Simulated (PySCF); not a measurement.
PySCF input file for H4O2SeSi, SMILES O[SiH](O)[SeH], PBE/pcSseg-1. The structure is a stationary point at PBE-D3(BJ)/def2-SVP. The structure was generated by enumeration, and PubChem lists no compound with its InChIKey, so it may never have been made. Other conformers were not sampled.

```python
import numpy as np
from pyscf import gto, scf, dft
from pyscf.prop.nmr import rks as nmr

mol = gto.M(
    atom='''
    Si   -1.04119374    0.19695021    0.20727358
    O    -1.79274668   -0.66777141   -1.01049030
    O    -1.24395021   -0.38674276    1.76242164
    Se    1.20741340    0.18413361   -0.32096884
    H    -1.69187825    1.53320699    0.20791936
    H    -1.37138945   -1.51252405   -1.24889001
    H    -0.71322312   -1.17474545    1.97735284
    H     1.59472287    0.57233052    1.05927743
    ''',
    basis='pcSseg-1',
    charge=0,
    spin=0,
    max_memory=1600,
    verbose=3,
)
mf = dft.RKS(mol, xc='pbe')
mf.grids.level = 3
mf.conv_tol = 1e-10
mf.max_cycle = 100
mf.kernel()
n = nmr.NMR(mf)
n.verbose = 2
n.max_cycle_cphf = 60
sigma = n.kernel()
print('atom   isotropic/ppm   span/ppm')
for i, s in enumerate(sigma):
    w = np.linalg.eigvalsh((s + s.T) / 2)
    print(f'{mol.atom_symbol(i):2s}{i + 1:3d} {w.mean():14.3f} {w[2] - w[0]:11.3f}')
```

Log of the run:

```
converged SCF energy = -2843.08135029259
atom   isotropic/ppm   span/ppm
Si  1        341.087      49.861
O   2        227.035      94.850
O   3        207.322     115.347
Se  4       1981.762     510.171
H   5         25.618      10.128
H   6         28.905      15.503
H   7         28.857      14.321
H   8         30.312      22.549
```

The run converged.

Cost: about 17 core-seconds (a rough figure).
